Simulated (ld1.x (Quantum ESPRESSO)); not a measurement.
Results of a calculation; reference values are marked as such.
Potentials for lead (Pb) compared

Generated with ld1.x 7.5 (TM, RRKJ, ultrasoft, PAW), atompaw 4.2 or ONCVPSP 4.0.1. The cutoff is in Ry: for ld1.x and atompaw files where the sum of valence levels is converged to 10 mRy in a Bessel basis, for ONCV files where the hardest occupied wave has 1 mHa per electron of residual kinetic energy. The error is the largest all-electron minus pseudo excitation energy over each file’s own four to seven test configurations (ionisations up to +4, promotions, holes and added fractions of an electron), all of which were solved. The labels leave out finer settings (local radius, basis sizes, second energies), which also bear on the numbers. Spin-polarised tests are not counted. The rows are a selection from randomly drawn settings: files with unsolved tests, undetermined cutoffs or missed reference levels are left out.

| potential | cutoff (Ry) | largest error (meV) | bound ghosts |
| --- | --- | --- | --- |
| TM semilocal, PBE, scalar-relativistic, rc 1.60/2.35/1.65 (spd), local d, core correction yes, reference 5d10 6s1 6p3 | 55 | -72 | none |
| TM semilocal, PBEsol, scalar-relativistic, rc 1.95/2.35/2.00 (spd), local s, core correction yes, reference 5d10 6s1.5 6p2.5 | 50 | -123 | none |
| TM semilocal, PBE, scalar-relativistic, rc 2.64/2.35 (sp), local p, core correction yes, reference 6s2 6p2 | 15 | -610 | none |
| ultrasoft, LDA (PZ), scalar-relativistic, rc 1.90/3.25 (sp), local smoothed, core correction yes, reference 6s2 6p2 | 10 | -599 | none |

Question: Fill in the row for Pb: TM, LDA (PZ), scalar-relativistic, rc 1.80/2.45/1.35 (spd), local s, core correction no, reference 5d10 6s2 6p0.

Answer: cutoff 80 Ry, largest error -252 meV, bound ghosts: none.
